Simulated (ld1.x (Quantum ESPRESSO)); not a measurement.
Sc (Z = 21): one change to a TM potential, before and after

```json
{
 "Element": "scandium",
 "Generator": "ld1.x (Quantum ESPRESSO) 7.5",
 "Type": "norm-conserving Troullier–Martins (Kleinman–Bylander form)",
 "Functional": "PBE",
 "Relativity": "scalar-relativistic",
 "Frozen core": "[Ne] 3s2",
 "Valence charge": "9",
 "Reference configuration": "3p6 3d1 4s1 4p1",
 "Partial waves": "4s (bound): rc 3.40 bohr; 3d (bound): rc 2.70 bohr; 3p (bound): rc 1.15 bohr",
 "Local potential": "the p channel",
 "Core correction": "none"
}
```

Occupied shells without a wave of their own: 4p. They enter only through the test configuration that unscreens the potential.

Change: wave 4s (bound): rc 3.40 bohr becomes 4s (bound): rc 2.82 bohr.

Cutoffs: the cutoffs (Ry, on a coarse ladder) from which the occupation-weighted sum of valence levels, in a spherical-Bessel basis at the reference potential, stays within 10 and 1 mRy of its value at 400 Ry; they do not see the model core or the augmentation charge, which bear on the density cutoff. Errors are all-electron minus pseudo energies relative to the spin-unpolarised reference configuration.

Q: Predict the effect on cutoff, ghosts and configuration errors.

A: The potential gets neither clearly harder nor softer (70 Ry and 100 Ry → 70 Ry and 100 Ry); both files keep a bound ghost (s); the number of tests that count goes from 7 to 6; of the 6 tests that both files solve, the error grows in 2 and shrinks in 1 by more than 15 % and 0.3 meV (median size 6.4 → 7.0 meV).

| quantity | base | changed |
| --- | --- | --- |
| cutoff, loose | 70 Ry | 70 Ry |
| cutoff, tight | 100 Ry | 100 Ry |
| bound ghosts | s | s |
| tests counted (converged, no solver errors) | 7 of 7 | 6 of 7 |
| error for 3p6 3d1 4s2 4p0, meV [ΔE -2.78 eV] | -6.0 | -4.8 |
| error for 3p6 3d1 4s1 4p0, meV [ΔE 4.12 eV] | -6.9 | -6.9 |
| error for 3p6 3d1 4s0 4p0, meV [ΔE 16.89 eV] | +3.2 | +7.2 |
| error for 3p6 3d2 4s1 4p0, meV [ΔE -1.11 eV] | +44 | +41 |
| error for 3p6 3d1 4s0 4p2, meV [ΔE 2.89 eV] | +2.5 | +4.1 |
| error for 3p6 3d0 4s2 4p1, meV [ΔE 0.69 eV] | +176 | +154 |

Base: ld1.x printed “convergence not achieved” for 5 of the counted tests; their residual had stalled under 1e-8, short of the target of 1e-14. Changed file: Tests not counted: 3p6 3d1.5 4s1.5 4p0 (pseudo-atom not self-consistent, printed error +19 meV). ld1.x printed “convergence not achieved” for 4 of the counted tests; their residual had stalled under 1e-8, short of the target of 1e-14. A true bound ghost makes a file unfit for plane-wave use even where its test errors are small: the radial tests pick states by their node count and pass the ghost by.
